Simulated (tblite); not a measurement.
Species: C5H5F3P2.
Numbering: `[CH:1]#[C:2][PH:3][P:4]([CH3:5])[C:6]([F:7])=[C:8]([F:9])[F:10]` (hydrogens: H11 on C1; H12 on P3; H13, H14, H15 on C5)

Computed with GFN2-xTB (tblite), gas phase: L-BFGS steps from a force-field or distance-geometry start until the largest atomic force falls under 0.01 eV/Å.

Step 6: E = -881.1564 eV
```
atom  x, y, z in Å  |  force x, y, z in eV/Å
C1      3.6735   -0.6297   -0.0665   -0.140   0.044  -0.012
C2      2.6195   -0.1259   -0.3570   -0.125  -0.015   0.055
P3      1.0874    0.5129   -0.9672   -0.026  -0.097  -0.048
P4     -0.1411   -0.0931    0.7687   -0.116   0.188  -0.060
C5     -0.5009   -1.8026    0.1823   -0.017  -0.220  -0.095
C6     -1.7484    0.6628    0.2606   -0.126   0.236   0.001
F7     -2.7292   -0.1036   -0.2626    0.243  -0.139  -0.029
C8     -2.0698    1.9296    0.5204   -0.019   0.161  -0.036
F9     -1.2264    2.7908    1.0773    0.192  -0.097  -0.016
F10    -3.2068    2.5528    0.2245    0.094  -0.235   0.044
H11     4.5896   -1.0431    0.2413    0.005   0.014  -0.018
H12     1.3193    1.8240   -0.5234   -0.053   0.002   0.137
H13    -1.2475   -2.2793    0.8213    0.069   0.130  -0.025
H14     0.4272   -2.3712    0.2570   -0.022  -0.004  -0.021
H15    -0.8510   -1.8165   -0.8533    0.042   0.033   0.124
```

Step 7: E = -881.1673 eV
```
atom  x, y, z in Å  |  force x, y, z in eV/Å
C1      3.6654   -0.6278   -0.0677   -0.113   0.036   0.004
C2      2.6082   -0.1216   -0.3453   -0.015  -0.099   0.001
P3      1.0819    0.5113   -0.9748   -0.002  -0.114   0.059
P4     -0.1406   -0.0923    0.7661   -0.117   0.206  -0.124
C5     -0.4997   -1.8040    0.1804    0.027  -0.103  -0.009
C6     -1.7467    0.6667    0.2522   -0.057   0.185   0.075
F7     -2.7171   -0.1180   -0.2651    0.223   0.000  -0.011
C8     -2.0674    1.9335    0.5190    0.074  -0.013  -0.035
F9     -1.2199    2.7932    1.0766    0.145  -0.151  -0.055
F10    -3.2037    2.5520    0.2303   -0.033  -0.128   0.010
H11     4.5858   -1.0405    0.2374   -0.087   0.056  -0.033
H12     1.3177    1.8119   -0.5135   -0.071   0.084   0.110
H13    -1.2456   -2.2718    0.8220    0.014   0.060   0.013
H14     0.4281   -2.3706    0.2568   -0.002  -0.028  -0.024
H15    -0.8508   -1.8141   -0.8510    0.014   0.009   0.020
```

Step 8: E = -881.1740 eV
```
atom  x, y, z in Å  |  force x, y, z in eV/Å
C1      3.6593   -0.6263   -0.0679   -0.073   0.019   0.016
C2      2.6001   -0.1207   -0.3384    0.007  -0.126  -0.033
P3      1.0782    0.5090   -0.9788    0.008  -0.056   0.110
P4     -0.1434   -0.0884    0.7622   -0.053   0.139  -0.118
C5     -0.4983   -1.8060    0.1793    0.037   0.034   0.043
C6     -1.7468    0.6722    0.2484    0.048  -0.014   0.064
F7     -2.7052   -0.1275   -0.2671    0.161   0.086  -0.011
C8     -2.0645    1.9368    0.5176    0.060  -0.007  -0.018
F9     -1.2117    2.7923    1.0758    0.088  -0.156  -0.081
F10    -3.2034    2.5485    0.2337   -0.078  -0.030   0.010
H11     4.5819   -1.0379    0.2345   -0.111   0.067  -0.031
H12     1.3152    1.8059   -0.5054   -0.084   0.087   0.072
H13    -1.2443   -2.2660    0.8227   -0.023   0.005   0.042
H14     0.4290   -2.3711    0.2562    0.017  -0.035  -0.017
H15    -0.8504   -1.8125   -0.8493   -0.005  -0.013  -0.046
```

Step 9: E = -881.1783 eV
```
atom  x, y, z in Å  |  force x, y, z in eV/Å
C1      3.6546   -0.6254   -0.0675   -0.029  -0.004   0.024
C2      2.5943   -0.1223   -0.3350   -0.021  -0.112  -0.048
P3      1.0760    0.5067   -0.9794    0.000   0.029   0.092
P4     -0.1461   -0.0835    0.7578    0.029   0.042  -0.050
C5     -0.4969   -1.8066    0.1792    0.024   0.103   0.052
C6     -1.7461    0.6755    0.2472    0.097  -0.092   0.035
F7     -2.6949   -0.1320   -0.2688    0.072   0.095  -0.033
C8     -2.0622    1.9391    0.5162    0.026  -0.029  -0.020
F9     -1.2044    2.7889    1.0739    0.062  -0.111  -0.078
F10    -3.2043    2.5453    0.2361   -0.075   0.028   0.019
H11     4.5777   -1.0352    0.2321   -0.078   0.051  -0.015
H12     1.3118    1.8036   -0.4990   -0.088   0.060   0.041
H13    -1.2438   -2.2622    0.8240   -0.027  -0.014   0.045
H14     0.4300   -2.3722    0.2554    0.015  -0.020  -0.008
H15    -0.8502   -1.8118   -0.8488   -0.007  -0.027  -0.055
```

Q: Estimate the geometry and energy of step 10. (The exact step hangs on the optimiser's Hessian estimate; all steps are aligned on step 9, rigid shifts and turns removed.)

A: E = -881.1812 eV, largest force 0.123 eV/Å
```
atom  x, y, z in Å  |  force x, y, z in eV/Å
C1      3.6507   -0.6248   -0.0669   -0.005  -0.017   0.023
C2      2.5895   -0.1253   -0.3336   -0.053  -0.082  -0.049
P3      1.0746    0.5057   -0.9781   -0.019   0.095   0.034
P4     -0.1471   -0.0793    0.7540    0.092  -0.039   0.038
C5     -0.4958   -1.8054    0.1798    0.003   0.095   0.030
C6     -1.7438    0.6766    0.2471    0.084  -0.090   0.000
F7     -2.6865   -0.1335   -0.2707   -0.004   0.061  -0.058
C8     -2.0605    1.9397    0.5145   -0.011  -0.032  -0.023
F9     -1.1983    2.7846    1.0710    0.050  -0.058  -0.065
F10    -3.2057    2.5435    0.2384   -0.029   0.035   0.031
H11     4.5735   -1.0324    0.2303   -0.018   0.021   0.007
H12     1.3079    1.8032   -0.4937   -0.082   0.038   0.024
H13    -1.2438   -2.2597    0.8256   -0.005  -0.005   0.030
H14     0.4308   -2.3732    0.2548   -0.005   0.007   0.000
H15    -0.8500   -1.8118   -0.8491    0.002  -0.029  -0.022
```

The energy changes by -0.0029 eV. The first-order estimate −F·Δx gives -0.0041 eV and the mean of the old and new forces, exact on a quadratic surface, -0.0029 eV. The step makes an angle of 53° with the force vector and moves no atom by more than 0.009 Å.
